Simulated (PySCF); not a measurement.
S: excitation energy

S [Ne] 3s2 3p4 (3P) → S [Ne] 3s1 3p5 (3P), as a difference of total energies. Computed with PySCF 2.14 in aug-cc-pV(Q+d)Z, with the non-relativistic Hamiltonian (point nucleus). Correlated levels: valence: [Ne] frozen. The calculations carry no spin-orbit coupling.

```csv
method,excitation energy (eV)
UHF,11.468
MP2 (valence),10.401
SCS-MP2 (valence),10.282
CCSD (valence),9.495
CCSD(T) (valence),8.942
```

Question: How much does correlation contribute at CCSD(T) (valence)?

Answer: 8.942 − (11.468) = -2.526 eV, measured against UHF.

Errors of the correlated levels include the incompleteness of this basis and the frozen core.

The coupled-cluster amplitudes are large for the upper state (T1 above 0.03 or a double amplitude above 0.15), so a single reference is strained.

For comparison: 8.928 eV (measured; NIST levels, between the centres of gravity of the two terms).
